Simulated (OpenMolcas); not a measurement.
Computed levels of 5d6 in ions with 74 electrons, in cm-1 above 5D4.

* Program: OpenMolcas
* Method: SS-CASPT2, IPEA 0.25 Eh, imaginary shift 0.1 Eh
* Basis: ANO-RCC-VTZP
* Scalar Hamiltonian: DKH2, point nucleus
* Spin-orbit coupling: state interaction with AMFI integrals over the reference wave functions, term energies averaged over their components

Active space for each ion: 6 electrons in 10 orbitals (5d 6d); closed shells correlated by CASPT2: 5s 5p.

```json
{"Level": "5D3", "Ir3+": "5970", "Au5+": "9850"}
{"Level": "5D1", "Ir3+": "8750", "Au5+": "13450"}
{"Level": "5D0", "Ir3+": "9000", "Au5+": "13200"}
{"Level": "3G5", "Ir3+": "19430", "Au5+": "24820"}
{"Level": "3H6", "Ir3+": "19990", "Au5+": "25520"}
{"Level": "3F2(1)", "Ir3+": "23610", "Au5+": "30490"}
{"Level": "1S0", "Ir3+": "26720", "Au5+": "36140"}
{"Level": "3D1", "Ir3+": "28200", "Au5+": "37240"}
{"Level": "3D2", "Ir3+": "29280", "Au5+": "38480"}
```

**Question.** Estimate 5D0, 3G5, 3H6 for Pt4+ from its neighbours Ir3+ and Au5+.

**Answer.** 5D0 is fine structure, which grows about as the fourth power of a screened charge, so the fourth roots are averaged: ((9000^0.25 + 13200^0.25) / 2)^4 = 10950. The calculation gives 10980, so the estimate is off by -0.3 %.
3G5 is another term, which grows about linearly with the charge: (19430 + 24820) / 2 = 22125. The calculation gives 22010, so the estimate is off by +0.5 %.
3H6 is another term, which grows about linearly with the charge: (19990 + 25520) / 2 = 22755. The calculation gives 22620, so the estimate is off by +0.6 %.

Mixed levels, with the weight of the term that names them: Ir3+ 3G5 (51 %), Ir3+ 3F2(1) (72 %), Ir3+ 1S0 (61 %), Ir3+ 3D1 (75 %), Ir3+ 3D2 (66 %), Pt4+ 5D0 (74 %), Pt4+ 3G5 (52 %), Pt4+ 3F2(1) (67 %), Pt4+ 1S0 (60 %), Pt4+ 3D1 (74 %), Pt4+ 3D2 (64 %), Au5+ 5D4 (74 %), Au5+ 5D0 (68 %), Au5+ 3G5 (53 %), Au5+ 3F2(1) (59 %), Au5+ 1S0 (60 %), Au5+ 3D1 (72 %), Au5+ 3D2 (60 %).

CASPT2 does not keep the components of a term degenerate, so their means are used; among the terms shown or strongly mixed into the levels shown the widest spread is 170 cm-1 (5d6 1I, Ir3+). Active for correlation alone: 6d; no level in the range computed is led by a configuration that fills it, so any true level of that kind is missing. Levels of configurations outside the active space are missing.

A number in round brackets counts repeated terms of one configuration in the order of the reference energies.
